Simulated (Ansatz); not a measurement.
Z-matrix (Å, degrees):
```
Ge
F 1 1.739
C 1 1.958 2 114.8
O 1 1.763 2 107.6 3 129.7
Si 1 2.297 2 122.4 3 -60.5
H 3 1.089 1 117.4 2 134.9
H 3 1.089 1 117.0 2 -2.1
H 4 0.961 1 112.5 2 70.2
H 5 1.483 1 121.3 2 -159.1
H 5 1.482 1 121.9 2 -4.1
```

The species carries charge 0 and has multiplicity 1.

List the r2SCAN/def2-TZVPP orbital energies in eV (Ansatz). (Best estimate.)

The calculation gave: Occupied: -10835.05, -1791.59, -1350.04, -1200.10, -1200.09, -1200.07, -665.45, -516.18, -273.16, -168.34, -142.04, -118.08, -118.01, -118.00, -96.92, -96.88, -96.87, -31.96, -31.46, -31.30, -31.28, -31.25, -29.53, -26.15, -18.59, -14.24, -13.48, -12.15, -10.98, -10.84, -10.04, -9.85, -9.27, -9.17, -8.21, -7.46, -5.97. Lowest empty: -1.81, -1.02, 0.17, 0.63, 0.87, 1.88, 2.29, 2.89.
